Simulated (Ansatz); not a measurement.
FH7N2Si2 (`N[Si](N)(F)[SiH3]`), relaxed with RKS PBE0-D4/def2-TZVP in Ansatz 0.2.0 from a PBE-D4/def2-SVP geometry. The force threshold is 0.005 eV/Å; the program also tests the step.

Charge 0, multiplicity 1.

Start:

```xyz
12

N    -0.276   -1.005    1.641
Si    0.030    0.280    0.519
N    -1.494    1.018    0.205
F     1.145    1.220    1.298
Si    1.021   -0.227   -1.553
H    -0.959   -1.725    1.396
H     0.509   -1.406    2.159
H    -2.118    1.237    0.987
H    -1.609    1.677   -0.567
H     0.246   -1.314   -2.256
H     2.430   -0.722   -1.354
H     1.074    0.967   -2.475
```

(1) By how much does the energy fall, and how many steps does the optimiser take? (Estimate.)

(2) Which bonds change most? (Best estimate.)

(3) Give the relaxed structure. (Best estimate.)

Answers

(1) Ansatz gave: 0.08 eV, in 8 steps.

(2) The calculation gave: Si2–F4 from 1.653 to 1.609 Å; N1–Si2 from 1.733 to 1.706 Å; Si2–N3 from 1.722 to 1.697 Å; Si5–H12 from 1.510 to 1.491 Å.

(3) Ansatz gave: 
```xyz
12

N    -0.267   -1.005    1.601
Si    0.040    0.278    0.520
N    -1.450    1.033    0.220
F     1.128    1.169    1.302
Si    1.019   -0.225   -1.551
H    -0.968   -1.696    1.394
H     0.473   -1.378    2.172
H    -2.100    1.218    0.968
H    -1.586    1.647   -0.565
H     0.261   -1.315   -2.226
H     2.424   -0.681   -1.371
H     1.026    0.955   -2.462
```
